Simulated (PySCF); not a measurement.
```xyz
18

B     -1.6366     2.3048    -0.5800
C     -0.9533     0.9684    -0.2278
C     -1.7250    -0.1451     0.1457
C     -1.1386    -1.3888     0.4763
C     -1.9701    -2.4918     0.8502
N     -2.6495    -3.3888     1.1543
C      0.2553    -1.5472     0.4396
C      1.0703    -0.4650     0.0729
C      2.5018    -0.4069    -0.0296
C      2.9391     0.8261    -0.4182
S      1.6507     1.9648    -0.6761
C      0.4528     0.7767    -0.2554
H     -0.9788     3.2651    -0.9022
H     -2.8392     2.3885    -0.5324
H     -2.8132    -0.0479     0.1821
H      0.7006    -2.5121     0.6967
H      3.1640    -1.2494     0.1786
H      3.9695     1.1484    -0.5745
```

Charge 0, multiplicity 1.

Task: Give the Mulliken and meta-Löwdin atomic charges from r2SCAN-D4/def2-TZVP // r2SCAN-D4/def2-SVP (PySCF).

Result: 
```json
[
 {"atom": "B1", "Mulliken (e)": "-0.02", "meta-Löwdin (e)": "-0.03"},
 {"atom": "C2", "Mulliken (e)": "0.05", "meta-Löwdin (e)": "-0.09"},
 {"atom": "C3", "Mulliken (e)": "-0.30", "meta-Löwdin (e)": "-0.07"},
 {"atom": "C4", "Mulliken (e)": "0.41", "meta-Löwdin (e)": "-0.03"},
 {"atom": "C5", "Mulliken (e)": "-0.20", "meta-Löwdin (e)": "0.10"},
 {"atom": "N6", "Mulliken (e)": "-0.07", "meta-Löwdin (e)": "-0.22"},
 {"atom": "C7", "Mulliken (e)": "-0.36", "meta-Löwdin (e)": "-0.08"},
 {"atom": "C8", "Mulliken (e)": "0.20", "meta-Löwdin (e)": "0.00"},
 {"atom": "C9", "Mulliken (e)": "-0.28", "meta-Löwdin (e)": "-0.15"},
 {"atom": "C10", "Mulliken (e)": "-0.11", "meta-Löwdin (e)": "-0.24"},
 {"atom": "S11", "Mulliken (e)": "0.07", "meta-Löwdin (e)": "0.30"},
 {"atom": "C12", "Mulliken (e)": "0.06", "meta-Löwdin (e)": "-0.07"},
 {"atom": "H13", "Mulliken (e)": "0.00", "meta-Löwdin (e)": "0.01"},
 {"atom": "H14", "Mulliken (e)": "0.00", "meta-Löwdin (e)": "0.01"},
 {"atom": "H15", "Mulliken (e)": "0.14", "meta-Löwdin (e)": "0.14"},
 {"atom": "H16", "Mulliken (e)": "0.14", "meta-Löwdin (e)": "0.14"},
 {"atom": "H17", "Mulliken (e)": "0.13", "meta-Löwdin (e)": "0.14"},
 {"atom": "H18", "Mulliken (e)": "0.16", "meta-Löwdin (e)": "0.15"}
]
```
